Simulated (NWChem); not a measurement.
**H$_{2}$O$_{2}$Si**

```xyz
5

Si    -0.1560     0.6205     0.0000
O     -1.2066    -0.6914     0.0000
H     -0.7626    -1.5648     0.0000
O      1.3117    -0.2396     0.0000
H      2.1068     0.3249     0.0000
```
Charge 0, spin multiplicity 1.

Program: NWChem. The geometry was optimised at PBE/def2-SVP, a minimum by its harmonic frequencies. It is one conformer; others weren't searched.

Symmetry labels belong to the abelian group Cs used in the runs, with the axes of the coordinates shown.

The structure started from a generated list of species.

List the lowest 6 singlet excitations that CIS/def2-SVPD gives, with oscillator strengths.


```csv
state,symmetry,energy (eV),wavelength (nm),f
1,a",5.67,219,0.248
2,a',7.26,171,0.318
3,a',8.07,154,0.125
4,a',8.31,149,0.425
5,a',9.30,133,0.007
6,a',9.44,131,0.177
```
